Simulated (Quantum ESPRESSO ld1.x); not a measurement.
Values are calculated unless marked as measured or tabulated.
Species: Gd25+. Configuration: [Kr] 4d3. Level of theory: scalar-relativistic Kohn-Sham, LDA (Slater exchange, Perdew-Wang correlation), spin-polarised, spherical densities, point nucleus; open shells are filled with parallel spins first (ld1.x of Quantum ESPRESSO 7.5).

Unscreened Slater integrals over Kohn-Sham orbitals (hartree). They are taken over the spin-up orbitals.

integral,value
"F0(4d,4d)",1.6638
"F2(4d,4d)",0.85252
"F4(4d,4d)",0.57991
"F0(4d,4p)",1.6757
"F2(4d,4p)",0.86468
"G1(4d,4p)",1.0840
"G3(4d,4p)",0.69173
"F0(4d,4s)",1.7013
"G2(4d,4s)",0.85483
"F0(4d,3d)",2.1480
"F2(4d,3d)",0.60233
"F4(4d,3d)",0.29779
"G0(4d,3d)",0.19413
"G2(4d,3d)",0.24281
"G4(4d,3d)",0.19016
"F0(4p,4p)",1.6915
"F2(4p,4p)",0.88717
"F0(4p,4s)",1.7174
"G1(4p,4s)",1.1670
"F0(4p,3d)",2.1541
"F2(4p,3d)",0.59547
"G1(4p,3d)",0.19326
"G3(4p,3d)",0.19367
"F0(4s,4s)",1.7454
"F0(4s,3d)",2.2009
"G2(4s,3d)",0.19970
"F0(3d,3d)",4.1421
"F2(3d,3d)",2.1029
"F4(3d,3d)",1.3509

Derived for the open shells (J is the average intra-shell exchange parameter used in DFT+U). 4d: Racah B = F2/49 - 5 F4/441 = 0.01082 hartree, C = 35 F4/441 = 0.04602 hartree, C/B = 4.25, F4/F2 = 0.680, J = (F2 + F4)/14 = 0.1023 hartree.
